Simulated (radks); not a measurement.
Results of a calculation; reference values are marked as such.
All-electron atom: the erbium ion Er5+ in [Kr] 4d10 4f10 5s2 5p5. Level of theory: Dirac Kohn-Sham, PBE, spin-unpolarised, spherical densities, finite nucleus; open shells are shared between the two j in proportion to 2j + 1; Fermi nuclear charge, rms radius 5.2516 fm (a radial shooting solver on a logarithmic mesh with Libxc functionals). Some entries of the table are withheld. Estimate them.

| orbital | occ. | eigenvalue (eV) | <1/r> (bohr^-1) | <r> (bohr) |
|---|---|---|---|---|
| 1s1/2 | 2 | (1) | 77.54 | 0.02037 |
| 2s1/2 | 2 | (2) | 18.65 | 0.08590 |
| 2p1/2 | 2 | -9236.845 | 18.62 | 0.07147 |
| 2p3/2 | 4 | -8320.074 | 16.15 | 0.07875 |
| 3s1/2 | 2 | -2229.600 | 6.825 | 0.2249 |
| 3p1/2 | 2 | -2029.151 | 6.741 | 0.2146 |
| 3p3/2 | 4 | -1836.627 | 6.110 | 0.2283 |
| 3d3/2 | 4 | -1493.427 | 5.994 | 0.2013 |
| 3d5/2 | 6 | -1451.363 | 5.840 | 0.2055 |
| 4s1/2 | 2 | -498.4360 | 2.861 | 0.5071 |
| 4p1/2 | 2 | -418.1990 | 2.753 | 0.5157 |
| 4p3/2 | 4 | -374.5908 | 2.537 | 0.5467 |
| 4d3/2 | 4 | -242.3073 | 2.320 | 0.5731 |
| 4d5/2 | 6 | -234.3231 | 2.267 | 0.5839 |
| 5s1/2 | 2 | -115.3629 | 1.127 | 1.189 |
| 5p1/2 | 1.66667 | -91.7295 | 1.020 | 1.298 |
| 5p3/2 | 3.33333 | -84.9439 | 0.9505 | 1.376 |
| 4f5/2 | 4.28571 | -73.9901 | 1.786 | 0.7129 |
| 4f7/2 | 5.71429 | -72.7443 | 1.764 | 0.7218 |

Answer. 
(1) 1s1/2 eigenvalue (eV): -57366.40
(2) 2s1/2 eigenvalue (eV): -9693.147
